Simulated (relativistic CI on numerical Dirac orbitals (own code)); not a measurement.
# Sensitivity of the levels of Hg V to α and to the nuclear radius

Method of calculation: Dirac-Coulomb-Breit CI, separate exchange-only KLI orbitals for each configuration, valence Slater integrals scaled by 0.85, P86 correlation energy added to each configuration, derivatives by finite differences, QED left out (own radial code, finite nucleus).

Configurations in the expansion (outside the closed core [Kr] 4d10 4f14 5s2): 5p6 5d8, 5p6 5d7 6s, 5p6 5d7 5f, 5p6 5d7 6p, 5p6 5d6 6s2, 5p6 5d7 6d, 5p5 5d9, 5p4 5d10. Levels of other configurations are missing.

With x = (α/α₀)² − 1 an excitation energy changes as ω = ω₀ + qx; K = 2q/ω₀ is the relative enhancement. Terms are leading LS components, so labels can repeat. The field-shift factor is F = δν/δ⟨r²⟩ for the transition from the lowest level.

Lowest level 5p6 5d8 3F_4.

```csv
Level,ω₀ (cm⁻¹),q (cm⁻¹),K,F (GHz/fm²)
5p6 5d8 1D_2,7404.2,-1279,-0.345,2.01
5p6 5d8 3F_3,14115.8,13820,1.96,1.85
5p6 5d8 3P_0,20129.2,2297,0.228,3.1
5p6 5d8 3P_2,21061.4,13900,1.32,3.74
5p6 5d8 3P_1,25298.4,12410,0.981,5.1
5p6 5d8 1G_4,29413.1,12140,0.825,3.18
5p6 5d8 1D_2,35038.9,26420,1.51,5.12
5p6 5d8 1S_0,59067.7,23950,0.811,5.17
5p6 5d7 6s 5F_5,90548.1,-72290,-1.6,131
5p6 5d7 6s 5F_4,98510.9,-66680,-1.35,128
5p6 5d7 6s 5F_3,104733.6,-63620,-1.21,132
5p6 5d7 6s 3P_2,105552.6,-68730,-1.3,129
5p6 5d7 6s 5F_1,107264.3,-65870,-1.23,129
```

At this charge configurations can still be misplaced by up to about 7 % of their energy. Levels and lines within the n = 5 or 6 shells can be off by up to 10 % or somewhat more, and those that change n by about 2 %, since core polarisation is missing.
